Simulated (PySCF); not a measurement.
Ne²⁺ (neon, charge +2) across methods

[He] 2s1 2p5, high-spin 3P determinant (an excited configuration). Calculation: PySCF 2.14, in x2c-TZVPPall (5s3p2d1f, 31 functions); the spin-free X2C one-electron Hamiltonian (Gaussian nucleus).

```
 method  E (hartree)  mean ε 2s α (eV)  mean ε 2p α (eV)  mean ε 2p β (eV)  Σ⟨r²⟩ (bohr²)   ⟨S²⟩
 M06-2X    -125.8882           -88.693           -63.185           -57.347          5.073  2.002
 revPBE    -125.9209           -80.112           -56.518           -51.989          5.096  2.001
r2SCAN0    -125.8613           -86.992           -61.030           -54.849          5.049  2.002
    PBE    -125.8452           -80.034           -56.546           -52.012          5.099  2.001
 r2SCAN    -125.8828           -82.708           -57.825           -52.530          5.055  2.002
    UHF   -125.53452           -99.542           -69.957           -60.458          5.054  2.003
    LDA    -125.1897           -79.503           -56.572           -51.963          5.115  2.001
 PBEsol    -125.5090           -79.761           -56.432           -51.801          5.104  2.001
   PBE0    -125.8290           -85.125           -60.110           -54.488          5.076  2.001
```
